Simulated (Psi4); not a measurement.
C₂H₆Si, singlet, at a GFN2-xTB geometry; PBE/6-31G*, TDA (Psi4).

Input for Psi4:
```
memory 2 GB

molecule {
0 1
Si   -0.25520814    0.11770590    0.69988728
C     0.74207600    1.26725638   -0.48059130
H     0.90636864    2.25062262   -0.04389257
H     0.22461466    1.41558662   -1.42904313
H     1.72247167    0.84644734   -0.70635502
C    -0.40416622   -1.42310554   -0.44609841
H     0.57477344   -1.78427665   -0.76321282
H    -0.97382105   -1.19173647   -1.34675756
H    -0.90895206   -2.24943111    0.05097737
symmetry c1
}

set {
  basis 6-31g*
  puream true
  save_jk true
  tdscf_states [5]
  tdscf_tda true
  d_convergence 1e-8
}

energy('td-pbe')
print_variables()
```

Q: Predict the main parts of the log of this Psi4 run.

A: 
```
   => Loading Basis Set <=

    Name: 6-31G*
    Role: ORBITAL
    Keyword: BASIS

         ---------------------------------------------------------
                                   SCF
               by Justin Turney, Rob Parrish, Andy Simmonett
                          and Daniel G. A. Smith
                              RKS Reference
         ---------------------------------------------------------

  ==> Geometry <==

    Molecular point group: c1
    Full point group: C1

    Geometry (in Angstrom), charge = 0, multiplicity = 1:

       Center              X                  Y                   Z               Mass
    ------------   -----------------  -----------------  -----------------  -----------------
         SI          -0.228883227353     0.105564447198     0.627693378204    27.976926534650
         C            0.768400912647     1.255114927198    -0.552785201796    12.000000000000
         H            0.932693552647     2.238481167198    -0.116086471796     1.007825032230
         H            0.250939572647     1.403445167198    -1.501237031796     1.007825032230
         H            1.748796582647     0.834305887198    -0.778548921796     1.007825032230
         C           -0.377841307353    -1.435246992802    -0.518292311796    12.000000000000
         H            0.601098352647    -1.796418102802    -0.835406721796     1.007825032230
         H           -0.947496137353    -1.203877922802    -1.418951461796     1.007825032230
         H           -0.882627147353    -2.261572562802    -0.021216531796     1.007825032230

  Running in c1 symmetry.

  Rotational constants: A =      0.56307  B =      0.22598  C =      0.17148 [cm^-1]
  Rotational constants: A =  16880.38408  B =   6774.83482  C =   5140.76740 [MHz]
  Nuclear repulsion =   96.506282306114144

  Charge       = 0
  Multiplicity = 1
  Electrons    = 32
  Nalpha       = 16
  Nbeta        = 16

  ==> Algorithm <==

  SCF Algorithm Type is DF.
  DIIS enabled.
  MOM disabled.
  Fractional occupation disabled.
  Guess Type is SAD.
  Energy threshold   = 1.00e-06
  Density threshold  = 1.00e-08
  Integral threshold = 1.00e-12

  ==> Primary Basis <==

  Basis Set: 6-31G*
    Blend: 6-31G*
    Number of shells: 32
    Number of basis functions: 58
    Number of Cartesian functions: 61
    Spherical Harmonics?: true
    Max angular momentum: 2

  ==> DFT Potential <==

   => LibXC <=

    Version 7.1.2
    S. Lehtola, C. Steigemann, M. J. T. Oliveira, and M. A. L. Marques,  SoftwareX 7, 1–5 (2018) (10.1016/j.softx.2017.11.002)

   => Composite Functional: PBE <=

    PBE GGA Exchange-Correlation Functional

    J.P. Perdew et. al., Phys. Rev. Lett., 77(18), 3865-3868, 1996

    Deriv               =              1
    GGA                 =           TRUE
    Meta                =          FALSE

    Exchange Hybrid     =          FALSE
    MP2 Hybrid          =          FALSE

   => Exchange Functionals <=

    1.0000     XC_GGA_X_PBE

   => Correlation Functionals <=

    1.0000     XC_GGA_C_PBE

   => LibXC Density Thresholds  <==

    XC_GGA_C_PBE:  1.00E-12
    XC_GGA_X_PBE:  1.00E-15

   => Molecular Quadrature <=

    Radial Scheme          =       TREUTLER
    Pruning Scheme         =           NONE
    Nuclear Scheme         =       TREUTLER

    Blocking Scheme        =         OCTREE
    BS radius alpha        =              1
    Pruning alpha          =              1
    Radial Points          =             75
    Spherical Points       =            302
    Total Points           =         194500
    Total Blocks           =           1522
    Max Points             =            256
    Max Functions          =             58
    Weights Tolerance      =       1.00E-15

   => Loading Basis Set <=

    Name: (6-31G* AUX)
    Role: JKFIT
    Keyword: DF_BASIS_SCF

  ==> Integral Setup <==

  SCF_SUBTYPE=INCORE selected. In-core MEM_DF algorithm will be used.
  Using in-core AOs.

  ==> MemDFJK: Density-Fitted J/K Matrices <==

    J tasked:                   Yes
    K tasked:                    No
    wK tasked:                   No
    Algorithm:                 Core
    Schwarz Cutoff:           1E-12
    Mask sparsity (%):       0.2973
    Fitting Condition:        1E-10

   => Auxiliary Basis Set <=

  Basis Set: (6-31G* AUX)
    Blend: CC-PVDZ-JKFIT
    Number of shells: 138
    Number of basis functions: 390
    Number of Cartesian functions: 442
    Spherical Harmonics?: true
    Max angular momentum: 3

  Minimum eigenvalue in the overlap matrix is 2.0015823760E-02.
  Reciprocal condition number of the overlap matrix is 4.1044351745E-03.
    Using symmetric orthogonalization.

  ==> Pre-Iterations <==

  SCF Guess: Superposition of Atomic Densities via on-the-fly atomic UHF (no occupation information).

   -------------------------
    Irrep   Nso     Nmo
   -------------------------
     A         58      58
   -------------------------
    Total      58      58
   -------------------------

  ==> Iterations <==

                           Total Energy        Delta E     RMS |[F,P]|

   @DF-RKS iter SAD:  -368.34731886418422   -3.68347e+02   0.00000e+00
   @DF-RKS iter   1:  -368.44963368562219   -1.02315e-01   1.70705e-02 DIIS/ADIIS
   @DF-RKS iter   2:  -367.66149205472675    7.88142e-01   2.39334e-02 DIIS/ADIIS
   @DF-RKS iter   3:  -368.96130673105205   -1.29981e+00   1.62472e-03 DIIS/ADIIS
   @DF-RKS iter   4:  -368.96788415640810   -6.57743e-03   7.78119e-04 DIIS/ADIIS
   @DF-RKS iter   5:  -368.96960026523413   -1.71611e-03   1.21062e-04 DIIS/ADIIS
   @DF-RKS iter   6:  -368.96963490736471   -3.46421e-05   2.25298e-05 DIIS
   @DF-RKS iter   7:  -368.96963591792741   -1.01056e-06   3.47837e-06 DIIS
   @DF-RKS iter   8:  -368.96963595098646   -3.30591e-08   4.70045e-07 DIIS
   @DF-RKS iter   9:  -368.96963595155154   -5.65080e-10   5.21867e-08 DIIS
   @DF-RKS iter  10:  -368.96963595155785   -6.30962e-12   3.90632e-09 DIIS
  Energy and wave function converged.

[...]
  @DF-RKS Final Energy:  -368.96963595155785
    Total Energy =                       -368.9696359515578479
[...]
     Multipole            Electronic (a.u.)      Nuclear  (a.u.)        Total (a.u.)
 ------------------------------------------------------------------------------------

 L = 1.  Multiply by 2.5417464519 to convert [e a0] to [Debye]
 Dipole X            :         -1.3705220            1.5919000            0.2213781
 Dipole Y            :          0.6321057           -0.7342087           -0.1021030
 Dipole Z            :          3.7585435           -4.3656546           -0.6071111
 Magnitude           :                                                    0.6542302

 ------------------------------------------------------------------------------------

******************************************************************************************
**********                               WARNING                                **********
**********       The names of excited state variables changed between 1.5       **********
**********     and 1.6. For a quick solution, remove the symmetry specifier     **********
**********   from the variable name. For full details, see 'Notes on Psivars'   **********
**********                        in the documentation.                         **********
******************************************************************************************

         ---------------------------------------------------------
                         TDSCF excitation energies
                 by Andrew M. James and Daniel G. A. Smith
         ---------------------------------------------------------

  ==> Options <==

     Residual threshold  : 1.0000e-06
     Initial guess       : denominators
     Reference           : RHF
     Solver type         : TDA (Davidson)

  ==> Requested Excitations <==

      5 singlet states with A symmetry

  ==> Seeking the lowest 5 singlet states with A symmetry

                         Generalized Davidson Solver
                               By Ruhee Dcunha

  ==> Options <==

    Max number of iterations        = 60
    Eigenvector tolerance           = 1.0000e-06
    Max number of expansion vectors = 1500

  => Iterations <=
                           Max[D[value]]     Max[|R|]   # vectors
  DavidsonSolver iter   1:   2.45577e-01  6.75832e-02     20
  DavidsonSolver iter   2:   5.91560e-03  1.46515e-02     25
  DavidsonSolver iter   3:   2.82453e-04  3.43371e-03     30
  DavidsonSolver iter   4:   1.94142e-05  2.82935e-04     35
  DavidsonSolver iter   5:   7.23885e-08  1.86856e-05     40
  DavidsonSolver iter   6:   4.04824e-10  2.09296e-06     43
  DavidsonSolver iter   7:   4.34158e-12  5.38079e-07     44      Converged

******************************************************************************************
**********                               WARNING                                **********
**********  Length-gauge rotatory strengths are **NOT** gauge-origin invariant  **********
******************************************************************************************

                                    Excitation Energy         Total Energy        Oscillator Strength             Rotatory Strength
     #   Sym: GS->ES (Trans)        au              eV              au          au (length)    au (velocity)    au (length)    au (velocity)
    ---- -------------------- --------------- --------------- --------------- --------------- --------------- --------------- ---------------
     1        A->A (1 A)       0.09407         2.55968        -368.87557       0.0313          0.0005         -0.0007          0.0030
     2        A->A (1 A)       0.15261         4.15284        -368.81702       0.0000          0.0000          0.0012         -0.0016
     3        A->A (1 A)       0.23749         6.46251        -368.73214       0.0002          0.0001         -0.0051         -0.0030
     4        A->A (1 A)       0.23777         6.47000        -368.73187       0.1742          0.0777          0.0009         -0.0039
     5        A->A (1 A)       0.23965         6.52131        -368.72998       0.0792          0.0667          0.0058          0.0053

Contributing excitations
Only contributions with abs(coeff) > 1.00e-01 will be printed:

Excited State    1 (1 A):   0.09407 au   484.37 nm f = 0.0313
  Sums of squares: Xssq =  1.000000e+00
     10a  ->  17a    -0.123131 ( 1.516%)
     16a  ->  17a     0.989023 (97.817%)

Excited State    2 (1 A):   0.15261 au   298.55 nm f = 0.0000
  Sums of squares: Xssq =  1.000000e+00
     15a  ->  17a     0.998619 (99.724%)

Excited State    3 (1 A):   0.23749 au   191.85 nm f = 0.0002
  Sums of squares: Xssq =  1.000000e+00
     14a  ->  17a     0.996743 (99.350%)

Excited State    4 (1 A):   0.23777 au   191.63 nm f = 0.1742
  Sums of squares: Xssq =  1.000000e+00
     13a  ->  17a    -0.393895 (15.515%)
     15a  ->  19a    -0.111871 ( 1.252%)
     16a  ->  18a     0.886257 (78.545%)
     16a  ->  24a    -0.138596 ( 1.921%)

Excited State    5 (1 A):   0.23965 au   190.12 nm f = 0.0792
  Sums of squares: Xssq =  1.000000e+00
     15a  ->  18a    -0.158753 ( 2.520%)
     16a  ->  19a     0.973344 (94.740%)
     16a  ->  20a     0.109713 ( 1.204%)

******************************************************************************************
**********                               WARNING                                **********
**********       The names of excited state variables changed between 1.5       **********
**********     and 1.6. For a quick solution, remove the symmetry specifier     **********
**********   from the variable name. For full details, see 'Notes on Psivars'   **********
**********                        in the documentation.                         **********
******************************************************************************************

  Variable Map:
  ----------------------------------------------------------------------------
[...]
  Array Variable Map:
  ----------------------------------------------------------------------------
[...]
[...]
```
